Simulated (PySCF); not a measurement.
How methods differ on the ionisation energy of Xe⁴³⁺

Xe⁴³⁺ [Ne] 3s1 (2S) → Xe⁴⁴⁺ [Ne] (1S), as a difference of total energies. Calculation: PySCF 2.14, in an even-tempered Gaussian basis (16 s from 8.4 bohr⁻², ratio 2.5; 10 p from 11 bohr⁻², ratio 2.5; 4 d from 40 bohr⁻², ratio 2.7; 4 f from 60 bohr⁻², ratio 2.7); no relativity, point nucleus. Correlated levels: outer shells: 1s2 frozen; virtual orbitals above 40 to 60 times the deepest correlated orbital energy dropped. The calculations carry no spin-orbit coupling.

| method | ionisation energy (eV) |
| --- | --- |
| UHF | 3208.3 |
| MP2 (outer shells) | 3209.0 |
| SCS-MP2 (outer shells) | 3208.9 |
| CCSD (outer shells) | 3209.0 |
| CCSD(T) (outer shells) | 3209.0 |

The gap to the reference is mostly relativistic.

For comparison: 3333.8 ± 0.5 eV (semi-empirical (NIST evaluation); NIST Atomic Spectra Database, ionization energies).
